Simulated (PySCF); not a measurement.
Compound: C₅H₃NS₂.
Numbering: `[N:1]#[C:2][S:3][c:4]1[cH:5][cH:6][s:7][cH:8]1` (hydrogens: H9 on C5; H10 on C6; H11 on C8)

Computed by this run: PBE0-D3(BJ)/def2-TZVP geometry optimisation, gas phase in PySCF; density fitting, grid level 2; the optimiser is geomeTRIC in internal coordinates, started from a GFN2-xTB structure with every atom displaced at random (about 0.01 Å).

Step 6: E = -28381.3087 eV
```
atom  x, y, z in Å  |  force x, y, z in eV/Å
N1      3.1971    1.4167    0.2903    0.007   0.010  -0.009
C2      2.6359    0.4301    0.0745   -0.033  -0.017   0.035
S3      1.8783   -1.0277   -0.2774    0.014  -0.035  -0.051
C4      0.1867   -0.5731   -0.0667    0.074   0.028   0.058
C5     -0.3596    0.7118   -0.3170   -0.042  -0.045  -0.048
C6     -1.7054    0.7223   -0.1154   -0.044   0.059  -0.008
S7     -2.2982   -0.8032    0.3606   -0.011   0.003  -0.028
C8     -0.7451   -1.4969    0.3148    0.024   0.028   0.005
H9      0.2203    1.5706   -0.6272   -0.006  -0.025   0.022
H10    -2.3820    1.5549   -0.2333    0.002   0.001   0.017
H11    -0.5911   -2.5314    0.5783    0.016  -0.007   0.007
```

Step 7: E = -28381.3150 eV
```
atom  x, y, z in Å  |  force x, y, z in eV/Å
N1      3.2754    1.1194    0.7460   -0.012   0.000   0.010
C2      2.6637    0.3035    0.2028    0.046   0.011  -0.012
S3      1.8403   -0.8966   -0.6451    0.039  -0.031   0.009
C4      0.1821   -0.4951   -0.2056    0.056  -0.033  -0.049
C5     -0.4533    0.7404   -0.4940   -0.101  -0.101   0.034
C6     -1.7564    0.7161   -0.1066   -0.166   0.195  -0.055
S7     -2.2129   -0.7811    0.5753    0.112   0.057  -0.068
C8     -0.6476   -1.4138    0.3714    0.009  -0.031   0.088
H9      0.0351    1.5851   -0.9624   -0.017  -0.049   0.044
H10    -2.4869    1.5043   -0.2088    0.001   0.012   0.023
H11    -0.4025   -2.4080    0.7088    0.031  -0.030  -0.024
```

Q: Estimate the geometry and energy of step 8. (The exact step hangs on the optimiser's Hessian estimate; all steps are aligned on step 7, rigid shifts and turns removed.)

A: E = -28381.3174 eV, largest force 0.075 eV/Å
```
atom  x, y, z in Å  |  force x, y, z in eV/Å
N1      3.2619    1.1713    0.6952   -0.005   0.002   0.003
C2      2.6598    0.3264    0.1870    0.010  -0.005   0.001
S3      1.8465   -0.9176   -0.6056    0.025  -0.032  -0.010
C4      0.1815   -0.5122   -0.1917    0.062   0.003  -0.028
C5     -0.4417    0.7312   -0.4754   -0.047  -0.044   0.011
C6     -1.7510    0.7227   -0.1083   -0.035   0.030  -0.009
S7     -2.2218   -0.7799    0.5524   -0.017  -0.003  -0.024
C8     -0.6615   -1.4311    0.3662   -0.003   0.067   0.033
H9      0.0645    1.5758   -0.9226    0.001  -0.019   0.017
H10    -2.4703    1.5214   -0.2059   -0.001   0.000   0.017
H11    -0.4310   -2.4338    0.6904    0.011   0.000  -0.011
```

The energy changes by -0.0025 eV. The first-order estimate −F·Δx gives -0.0048 eV and the mean of the old and new forces, exact on a quadratic surface, -0.0025 eV. The step makes an angle of 84° with the force vector and moves no atom by more than 0.074 Å.

What follows is the cost of the whole optimisation. The run took 6.5 min wall on an Arm Neoverse V1 with one thread, no GPU, shared host with 32 logical CPUs at a one-minute load of 8.5, and the process peaked at 1.6 GiB of memory.
